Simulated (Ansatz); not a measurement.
Consider the atomization: `[CH3][SnH2][B](N)F` → B• + C• + F• + 7 H• + N• + Sn•.

Gas-phase electronic energies from Ansatz, PBE0-D4/def2-TZVP geometries. CBS: MP2 limit from def2 TZ/QZ plus the TZ coupled-cluster correction, frozen cores. This one scheme is used for every species, atoms too. Functionals use def2-TZVPP. B3LYP here is the variant with VWN-RPA as its local correlation; programs differ in this. Open shells (•) are unrestricted, without spin–orbit coupling. Spin–orbit coupling would lower the free atoms: a little for B, C, F; strongly for Sn. Elements past krypton have def2 core potentials. Bonds to Sn are less sure, by a few kJ/mol each and by 10 to 20 or more in all where they break to atoms, as the def2 sets lack core-valence functions. One conformer a species, not always the lowest.

```tsv
level	ΔE (kJ/mol)	difference from CCSD(T)/CBS
PBE-D4	4273.5	54.3
r2SCAN-D4	4211.1	-8.1
PBE0-D4	4204.9	-14.3
B3LYP-D4	4213.7	-5.5
ωB97X-V	4229.7	10.5
ωB97M-V	4223.6	4.4
B2PLYP	4166.1	-53.1
PBE	4251.6	32.4
r2SCAN	4205.6	-13.6
PBE0	4186.2	-33.0
B3LYP	4178.3	-40.9
HF/def2-TZVPP	3075.2	-1144.0
MP2/def2-TZVPP	4148.5	-70.7
SCS-MP2/def2-TZVPP	4139.7	-79.5
CCSD/def2-TZVPP	4054.3	-164.9
CCSD(T)/def2-TZVPP	4112.6	-106.6
HF/def2-QZVPP	3081.2	-1138.0
MP2/def2-QZVPP	4211.8	-7.4
SCS-MP2/def2-QZVPP	4212.4	-6.8
HF/CBS(def2)	3082.2	-1137.0
MP2/CBS(def2)	4255.1	35.9
CCSD/CBS(def2)	4161.0	-58.2
CCSD(T)/CBS	4219.2	0
```

Largest T1 diagnostic among the species: 0.014.

The D4 term adds +35.4 kJ/mol with B3LYP and +18.7 kJ/mol with PBE0; it sums over pairs of atoms, weighted by their polarisabilities, and B3LYP, whose exchange is more repulsive, gets the larger term. From PBE to PBE0 (25 % exact exchange), in def2-TZVPP and without D4, ΔE moves by −65.4 kJ/mol: exact exchange takes away binding that semilocal exchange gives to molecules.

For atomizations the MP2-based limit and the directly extrapolated one differ by several kJ/mol either way, and by 10 to 25 for some Ge, Se and Sn compounds, so smaller differences from it don't rank the levels.
